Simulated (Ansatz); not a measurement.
`[OH][GeH]([F])[GeH3]` + HCl → `[F][GeH]([Cl])[GeH3]` + H₂O  (ligand exchange at a Ge–O bond)

Isolated molecules relaxed with PBE0-D4/def2-TZVP in Ansatz; ΔE leaves out vibrations. CBS: MP2 limit from def2 TZ/QZ plus the TZ coupled-cluster correction, frozen cores. This one scheme is used for every species. For Ge outer-core shells are correlated without core-valence functions, which leaves a few kJ/mol of doubt a bond. Scalar relativity is left out up to krypton. One conformer a species, not always the lowest.

`[OH][GeH]([F])[GeH3]`:

```xyz
9

O    -0.302    0.271    1.979
Ge    0.511    0.599    0.443
F     2.153    0.024    0.614
Ge   -0.599   -0.744   -1.234
H     0.048    0.783    2.713
H     0.674    2.119    0.231
H     0.154   -0.602   -2.563
H    -2.040   -0.243   -1.405
H    -0.598   -2.207   -0.778
```

HCl:

Z-matrix (Å, degrees):
```
Cl
H 1 1.279
```

`[F][GeH]([Cl])[GeH3]`:

Cartesian coordinates in Å:
```
F 0.118 -1.623 1.687
Ge 0.726 -0.847 0.254
Cl 2.548 0.119 0.858
Ge -0.888 0.831 -0.422
H 1.112 -1.988 -0.700
H -2.212 0.142 -0.776
H -1.075 1.802 0.747
H -0.329 1.564 -1.648
```

H₂O:

```xyz
3

O    -0.329   -0.140   -0.153
H    -0.038    0.774   -0.133
H     0.367   -0.633    0.286
```

```tsv
species	MP2/def2-QZVPP energy (Eh)
`[OH][GeH]([F])[GeH3]`	-4329.77412
HCl	-460.33593
`[F][GeH]([Cl])[GeH3]`	-4713.77656
H₂O	-76.34932
```

Question: Work out ΔE.

Answer: ΔE = (-4713.77656) + (-76.34932) − (-4329.77412) − (-460.33593) = -0.01583 Eh = -41.6 kJ/mol. CCSD(T)/CBS gives -40.9 kJ/mol.

Largest T1 diagnostic among the species: 0.012.

At CCSD(T), def2-SVP lies +12.1 kJ/mol from the extrapolated value and def2-TZVPP +5.5 kJ/mol. Leaving LDA and LC-ωPBE aside and taking each functional with its dispersion term where it has one, the values, not all of them listed here, spread over 9.7 kJ/mol, from HSE06-D4 to CAM-B3LYP-D4. LDA lies +3.9 kJ/mol from PBE without D4.
